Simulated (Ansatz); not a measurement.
`O[SiH2][AlH][Cl]` + H₂ → `[SiH3][AlH][Cl]` + H₂O at 500 K and 1 bar (hydrogenolysis of the Si–O bond).

Program: Ansatz. Geometries: PBE0-D4/def2-TZVP. ΔE: electronic, gas phase. CCSD(T)/CBS is the MP2 limit (def2-TZVPP, def2-QZVPP) plus CCSD(T) − MP2 in def2-TZVPP, frozen cores. This one scheme is used for every species. Each species was taken in one conformer, which may not be the lowest.

| species | CCSD(T)/CBS energy (Eh) | H − E (kJ/mol) | S (J/(mol·K)) |
| --- | --- | --- | --- |
| `O[SiH2][AlH][Cl]` | -1068.55078 | 149.3 | 427.8 |
| H₂ | -1.17544 | 41.0 | 145.5 |
| `[SiH3][AlH][Cl]` | -993.32756 | 124.2 | 389.8 |
| H₂O | -76.37941 | 73.2 | 206.3 |

H − E and S are ideal-gas, rigid-rotor, harmonic terms from PBE0-D4/def2-TZVP, for one conformer and one mirror image of each species. The MP2-based limit puts H₂ 0.8 mEh under its directly extrapolated value; such offsets cancel only in part. 1 Eh = 2625.50 kJ/mol, R = 8.31446 J/(mol·K).

Question: By hand: ΔE, ΔH, ΔS and ΔG.

Answer: ΔE = (-993.32756) + (-76.37941) − (-1068.55078) − (-1.17544) = 0.01925 Eh = 50.5 kJ/mol. Δ(H − E) = 124.2 + 73.2 − 149.3 − 41.0 = 7.1, so ΔH = 57.6 kJ/mol. ΔS = 389.8 + 206.3 − 427.8 − 145.5 = 22.8 J/(mol·K). ΔG = 57.6 − 500 × (22.8)/1000 = 46.2 kJ/mol.

Question: By hand: the equilibrium constant, and the temperature at which ΔG would vanish if ΔH and ΔS stayed fixed.

Answer: log₁₀ K = −ΔG/(RT ln 10) = -4.8. ΔG = 0 at ΔH/ΔS = 2526 K, far beyond where these terms or the molecules hold.

ΔH outweighs TΔS. A doubt of 5 kJ/mol in ΔE shifts log₁₀ K by 0.5 here. Other conformers and mirror images would add mixing entropy, several J/(mol·K) or more a flexible species. Modes under 60 cm⁻¹, often nearly free rotors, make the harmonic entropy too high. These are equilibria of isolated gas molecules and say nothing of rates. Largest T1 diagnostic: 0.011 (customary marks: 0.02 for closed shells, 0.045 for open ones).
